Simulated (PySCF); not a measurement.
Al2Cl2H4.
SMILES: `[AlH2-]1[Cl+][AlH2-][Cl+]1`

Computed with EOM-IP-CCSD/aug-cc-pVDZ in PySCF, restricted Hartree–Fock reference, frozen core, non-relativistic, gas phase, PBE0-D3(BJ)/def2-SVP geometry.

The vertical ionisation energies are 10.89, 11.54, 12.05, 12.57, 12.75, 13.09, 13.59, 14.03 eV.

Q: Which Hartree–Fock orbital leads each hole, and what is its Koopmans value −ε?

A: 
```
leading hole (HF orbital)  Koopmans (eV)  EOM-IP-CCSD (eV)  change (eV)  one-hole share
                     HOMO          11.53             10.89        -0.64            0.95
                   HOMO-1          12.14             11.54        -0.60            0.94
                   HOMO-2          12.80             12.05        -0.75            0.94
                   HOMO-3          13.60             12.57        -1.03            0.95
                   HOMO-4          13.71             12.75        -0.96            0.95
                   HOMO-5          13.87             13.09        -0.78            0.93
                   HOMO-6          14.59             13.59        -1.00            0.94
                   HOMO-7          15.03             14.03        -1.00            0.95
```

Q: Does the order of the lines follow the orbital energies?

A: Yes, no two lines change places. The corrections run from -1.03 to -0.60 eV, with a mean of -0.84 eV over the 8 lines; no line lies above its Koopmans value.

Q: At what kinetic energies would He II light (40.81 eV) eject these electrons?

A: 29.92 eV (HOMO), 29.27 eV (HOMO-1), 28.76 eV (HOMO-2), 28.24 eV (HOMO-3), 28.06 eV (HOMO-4), 27.72 eV (HOMO-5), 27.22 eV (HOMO-6), 26.78 eV (HOMO-7).

One root was sought for each valence orbital with −ε under 21 eV, eight at most, so deeper holes and satellites are missing; no vibrational structure.
